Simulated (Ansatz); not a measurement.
Isolated molecules relaxed with PBE0-D4/def2-TZVP in Ansatz; ΔE leaves out vibrations. CCSD(T)/CBS adds triple-zeta CCSD(T) − MP2 to the extrapolated MP2 energy (def2 sets, frozen cores). For Se outer-core shells are correlated without core-valence functions, which leaves a few kJ/mol of doubt a bond. Scalar relativity is left out up to krypton. One conformer a species, not always the lowest.

`CCOB(O)O` + `ClB(Cl)[SeH]` → `C[Se]B(Cl)Cl` + `COB(O)O`  (substitution at a C–C bond)

| species | HF/def2-QZVPP energy (Eh) |
| --- | --- |
| `CCOB(O)O` | -329.41503 |
| `ClB(Cl)[SeH]` | -3344.32234 |
| `C[Se]B(Cl)Cl` | -3383.37208 |
| `COB(O)O` | -290.35933 |

Q: Work out ΔE.

A: ΔE = (-3383.37208) + (-290.35933) − (-329.41503) − (-3344.32234) = 0.00596 Eh = +15.6 kJ/mol. CCSD(T)/CBS gives +8.0 kJ/mol.

Largest T1 diagnostic among the species: 0.012.

The D4 term adds −3.5 kJ/mol with B3LYP and −1.8 kJ/mol with PBE0; it sums over pairs of atoms, weighted by their polarisabilities, and B3LYP, whose exchange is more repulsive, gets the larger term. In def2-TZVPP, CCSD(T) changes the Hartree–Fock value by −7.6 kJ/mol (the triples alone add −2.1 kJ/mol) and MP2 by −11.6 kJ/mol.

B3LYP here is the variant with VWN-RPA as its local correlation; programs differ in this.
